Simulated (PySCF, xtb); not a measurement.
Ga(Cl)2(SH) (Cl2GaHS), SMILES [SH][Ga]([Cl])[Cl].

xtb with GFN2-xTB at its own geometry gives an orbital gap of 3.32 eV and a dipole moment of 1.13 D.

Coordinates come from a B3LYP-D3(BJ)/def2-SVP optimisation. The structure was generated by enumeration; whether it is a known compound was not checked. One conformer was computed; it need not be the lowest.

Problem. What does B3LYP/def2-TZVP (PySCF) give? (An estimate is asked for; the answer gives what the named calculation found.)

Solution. gap 6.00 eV (levels -8.08 and -2.08 eV), dipole 1.48 D.
